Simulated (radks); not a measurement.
Species: P+. Configuration: [Ne] 3s2 3p2. Method: Dirac Kohn-Sham, PBE, spin-unpolarised, spherical densities, point nucleus; open shells fill j = l - 1/2 first; computed with a radial shooting solver on a logarithmic mesh with Libxc functionals.

X-ray form factor f0, the Fourier transform of the density (f0(0) = 14):

sin(theta)/lambda (1/angstrom),f0 (electrons)
0.05,13.632
0.1,12.682
0.15,11.489
0.2,10.348
0.25,9.396
0.3,8.646
0.4,7.544
0.5,6.652
0.6,5.808
0.8,4.274
1,3.123
1.25,2.232
1.5,1.753
2,1.335
